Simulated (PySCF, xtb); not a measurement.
FGaH2O2, SMILES [OH][Ga]([OH])[F]. One conformer was computed; it need not be the lowest.

Harmonic wavenumbers (cm⁻¹) from GFN2-xTB (xtb 6.7.1) at its own minimum, in rising order: 131, 153, 159, 280, 328, 458, 543, 587, 677, 695, 3571, 3605.

**Question.** What does PySCF with B3LYP-D3(BJ)/def2-SVP give at its own minimum? (Estimate from the structure and the level; the computed values follow.)

**Answer.** 174, 188, 197, 323, 345, 662, 736, 753, 832, 858, 3838, 3840. Paired by order, the mean absolute difference is 130 cm⁻¹ and the zero-point energies are 16.0 and 18.2 kcal/mol.
